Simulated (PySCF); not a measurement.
Job file and geometry (Å, from GFN2-xTB) of an NMR shielding run on dimethyl malonate, C5H8O4, PySCF, GIAO PBE0/pcSseg-1 NMR shielding, non-relativistic, gas phase; density fitting, a coarse starting grid and PySCF grid level 2 are the driver's defaults:

```
{"job": {"kind": "nmr", "xc": "PBE0", "basis": "pcSseg-1"}, "charge": 0, "multiplicity": 1}
C      3.191126    -0.122241    -0.722202
O      2.041449    -0.662935    -0.080299
C      1.134596     0.191407     0.384206
O      1.229393     1.387024     0.342021
C     -0.052365    -0.561231     0.966942
C     -1.168255    -0.495313    -0.064799
O     -1.219142    -1.161107    -1.061924
O     -2.070239     0.420751     0.277324
C     -3.141845     0.626474    -0.635516
H      3.360120     0.902791    -0.387502
H      3.038135    -0.134465    -1.802486
H      4.033495    -0.758487    -0.458210
H     -0.381304    -0.069906     1.880467
H      0.229063    -1.599420     1.132028
H     -3.714633     1.464002    -0.246682
H     -3.763499    -0.269165    -0.695232
H     -2.753093     0.853852    -1.629700
```

Problem. What does the program print?

Solution. 
```
coarse grid: 14736 points
cycle   1  E = -495.3000547193  dE =  1.611e+00  |g| = 1.207e+00  |ddm| = 3.593e+00
cycle   2  E = -494.6359266895  dE =  6.641e-01  |g| = 2.258e+00  |ddm| = 2.165e+00
cycle   3  E = -495.5472960345  dE = -9.114e-01  |g| = 3.261e-01  |ddm| = 1.608e+00
cycle   4  E = -495.5649763045  dE = -1.768e-02  |g| = 1.212e-01  |ddm| = 2.622e-01
cycle   5  E = -495.5673037898  dE = -2.327e-03  |g| = 2.712e-02  |ddm| = 7.176e-02
cycle   6  E = -495.5674633162  dE = -1.595e-04  |g| = 6.163e-03  |ddm| = 2.300e-02
cycle   7  E = -495.5674705968  dE = -7.281e-06  |g| = 1.916e-03  |ddm| = 4.575e-03
final grid: 143848 points
cycle   8  E = -495.6620382659  dE = -1.680e-05  |g| = 1.731e-02  |ddm| = 2.641e-02
cycle   9  E = -495.6619523641  dE =  8.590e-05  |g| = 2.802e-02  |ddm| = 2.432e-02
cycle  10  E = -495.6620887563  dE = -1.364e-04  |g| = 3.268e-03  |ddm| = 1.627e-02
cycle  11  E = -495.6620906698  dE = -1.913e-06  |g| = 4.904e-04  |ddm| = 1.942e-03
cycle  12  E = -495.6620907102  dE = -4.038e-08  |g| = 1.447e-04  |ddm| = 3.694e-04
cycle  13  E = -495.6620907147  dE = -4.490e-09  |g| = 2.718e-05  |ddm| = 1.138e-04
cycle  14  E = -495.6620907148  dE = -9.697e-11  |g| = 1.736e-05  |ddm| = 2.832e-05
converged SCF energy = -495.6620907148

GIAO shielding tensors (ppm)
atom      isotropic    diamagn.    paramagn.     s11        s22        s33       span
  0 C      134.583     243.234    -108.650     98.576    122.443    182.730     84.154
  1 O      139.423     401.634    -262.211    -34.823    223.836    229.256    264.078
  2 C       14.803     254.343    -239.540    -85.637     58.564     71.482    157.119
  3 O      -91.279     404.005    -495.284   -368.995   -219.578    314.736    683.732
  4 C      139.290     249.256    -109.966    129.205    138.814    149.851     20.647
  5 C       13.642     254.442    -240.800    -85.154     55.726     70.355    155.509
  6 O     -105.165     404.018    -509.183   -382.864   -237.497    304.866    687.730
  7 O      135.237     401.638    -266.401    -40.578    215.524    230.763    271.341
  8 C      132.226     242.753    -110.527    102.052    116.028    178.599     76.547
  9 H       26.660      28.235      -1.575     22.835     26.166     30.981      8.146
 10 H       28.213      28.957      -0.744     23.665     26.568     34.405     10.740
 11 H       28.122      26.918       1.204     24.022     26.374     33.970      9.948
 12 H       28.377      30.983      -2.606     25.518     28.267     31.346      5.828
 13 H       28.393      30.928      -2.535     25.521     28.333     31.324      5.803
 14 H       27.908      27.591       0.317     24.204     26.349     33.172      8.967
 15 H       27.887      27.169       0.719     24.091     25.635     33.936      9.844
 16 H       27.708      29.281      -1.573     24.127     25.954     33.043      8.916
```

Problem. Turn these shieldings into chemical shifts. Referencing at the same level of theory: TMS for 13C (σ = 186.93 ppm) and 1H (σ = 31.72 ppm); 17O (σ = 336.08 ppm) against H2O.

Solution. Averaging equivalent atoms: C 2/5: 172.7; C 0/8: 53.5; C 4: 47.6; O 3/6: 434.3; O 1/7: 198.7; H 9/10/11/14/15/16: 3.97; H 12/13: 3.33 ppm. Unscaled 17O shifts of doubly bonded oxygen tend to come out too high, by tens of ppm or more. Experimental scales use liquid or dissolved standards, which lie at an offset from isolated H2O (liquid H2O: subtract about 36 ppm).

Size and cost of the density-fitted run: 193 basis functions, 37 s wall time on 1 thread of an Arm Neoverse V2, shared host.
